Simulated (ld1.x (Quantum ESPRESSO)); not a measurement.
**Configuration tests for vanadium (TM)**

V (Z = 23), norm-conserving Troullier–Martins (Kleinman–Bylander form), made with ld1.x (Quantum ESPRESSO) 7.5 (PBEsol, scalar-relativistic). Core [Ar], reference 3d3.5 4s1.5 4p0. Waves: 4p (bound, empty): rc 3.50 bohr; 3d (bound): rc 1.55 bohr; 4s (bound): rc 2.50 bohr. Local part: the s channel. Core correction: Bessel-smoothed model core inside 1.10 bohr.

Energies are relative to the spin-unpolarised reference configuration 3d3.5 4s1.5 4p0; without spin polarisation the order of configurations can differ from experiment. The frozen-core shift is the all-electron ΔE with the core orbitals held at their reference shape minus the fully relaxed ΔE.

| valence configuration | charge | ΔE all-electron (eV) | error AE − PS (meV) | frozen-core shift (meV) |
| --- | --- | --- | --- | --- |
| 3d3 4s2 4p0 | 0 | -0.052 | -67 | +28 |
| 3d3 4s1 4p0 | +1 | 7.698 | -49 | +27 |
| 3d3 4s0 4p2 | 0 | 6.826 | -86 | +36 |
| 3d3 4s1.5 4p0 | +0.5 | 3.048 | -56 | +26 |
| 3d1 4s0 4p0 | +4 | 96.581 | -3185 | +3383 |

(1) What are ΔE and the potential's error for 3d2 4s0 4p0?

(2) What are ΔE and the potential's error for 3d3 4s0 4p0?

Levels in the configuration 3d3 4s2 4p0:

```tsv
level	all-electron (eV)	pseudo (eV)
3d	-5.184	-5.453
4s	-4.716	-4.690
```

## Answers

(1) ΔE = 50.750 eV all-electron; the error (AE − PS) is -989 meV.

(2) ΔE = 21.901 eV all-electron; the error (AE − PS) is -86 meV.
